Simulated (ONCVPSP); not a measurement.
# ruthenium (Ru), ONCV: configuration errors across variants

| Item | Value |
| --- | --- |
| Element | ruthenium (Ru) |
| Generator | ONCVPSP 4.0.1 |
| Type | optimised norm-conserving Vanderbilt (ONCV) |
| Functional | PBE |
| Relativity | scalar-relativistic |
| Frozen core | [Ar] 3d10 |
| Valence charge | 16 |
| Reference configuration | 4s2 4p6 4d7 5s1 |
| Partial waves | 4s+5s: rc 1.65 bohr, ncon 4, nbas 7, qcut 8 1/bohr, 2 projectors; 4p: rc 1.50 bohr, ncon 5, nbas 9, qcut 8.1 1/bohr, 2 projectors, debl 1.8 Ha; 4d: rc 1.70 bohr, ncon 5, nbas 10, qcut 9.2 1/bohr, 2 projectors, debl 2.7 Ha; f scattering state at 0.19 Ha: rc 1.50 bohr, ncon 5, nbas 10, qcut 7.6 1/bohr, 2 projectors, debl 1.2 Ha |
| Local potential | polynomial inside 1.35 bohr (lpopt 2, dvloc0 2 Ha) |
| Core correction | none |

All-electron excitation energies from the reference (eV): (1) 4s2 4p6 4d7 5s0 7.292; (2) 4s2 4p6 4d6 5s0 25.479; (3) 4s2 4p6 4d5 5s0 56.101; (4) 4s2 4p6 4d7 5s0.5 2.863.

2 further variants failed, have other tests or another functional or relativity, and are left out.

Errors AE − PS in meV (a dash: test not solved or not reliable):

| change | (1) | (2) | (3) | (4) | bound ghosts | GHOST(+) flags above zero |
| --- | --- | --- | --- | --- | --- | --- |
| base | -1.7 | -2.2 | -3.0 | -0.6 | none | none |
| p: nproj 3 | -1.7 | -2.2 | -3.0 | -0.6 | none | none |
| d: qcut 7.3 | -1.6 | -2.1 | -1.3 | -0.6 | none | none |
| local potential polynomial inside 1.35 bohr (lpopt 2, dvloc0 -2.5 Ha) | -1.7 | -2.1 | -2.8 | -0.6 | none | none |
| p: ncon 4, nbas 8 | -1.7 | -2.2 | -2.6 | -0.6 | none | none |
| f: debl 2.75 | -1.7 | -2.2 | -3.0 | -0.6 | none | none |
| d: nbas 9 | -1.7 | -2.2 | -3.0 | -0.6 | none | none |
| s: rc 1.72 | -1.7 | -2.2 | -2.9 | -0.7 | none | none |
| local potential polynomial inside 1.35 bohr (lpopt 5, dvloc0 0 Ha) | -1.6 | -1.9 | -2.4 | -0.6 | none | none |

Give the same row for: s: rc 1.6.

-1.6, -2.2, -3.0, -0.6; bound ghosts: none; GHOST(+) flags above zero: none.
